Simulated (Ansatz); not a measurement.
C5H3F5 (`FC1=C(F)C(F)(F)C(F)C1`). The species carries charge 0 and has multiplicity 1.

```
atom   x (Å)   y (Å)   z (Å)
  F1   1.633  -1.439  -1.517
  C2   0.818  -0.677  -0.815
  C3   0.397   0.532  -1.166
  F4   0.702   1.206  -2.256
  C5  -0.566   1.066  -0.168
  F6  -1.838   1.071  -0.662
  F7  -0.298   2.329   0.204
  C8  -0.474   0.072   1.014
  F9   0.270   0.629   2.021
 C10   0.247  -1.163   0.467
 H11  -1.473  -0.138   1.400
 H12   1.017  -1.484   1.172
 H13  -0.435  -2.003   0.305
```

Question: List the harmonic frequencies (cm⁻¹, unscaled) at PBE0-D4/def2-TZVP in Ansatz. (Best estimate.)

Answer: Ansatz gave: 44, 129, 214, 247, 255, 318, 346, 419, 453, 504, 578, 628, 673, 723, 730, 911, 1026, 1039, 1104, 1121, 1143, 1212, 1233, 1276, 1337, 1379, 1381, 1425, 1471, 1836, 3070, 3114, 3120.

Question: Is this a minimum?

Answer: Yes, all 33 modes are real.

Question: Give the ideal-gas thermochemistry at 298.15 K and 1 bar (rigid rotor, harmonic oscillator; point group C1, symmetry number 1).

Answer: Zero-point energy 206.1 kJ/mol; H(298) − E = 230.4 kJ/mol; entropy 382.1 J/(mol·K), of which translation 172.0, rotation 123.2, vibration 86.9; G(298) − E = 116.5 kJ/mol. Modes under 100 cm⁻¹ are hindered rotations or soft bends, so the harmonic entropy is rough.
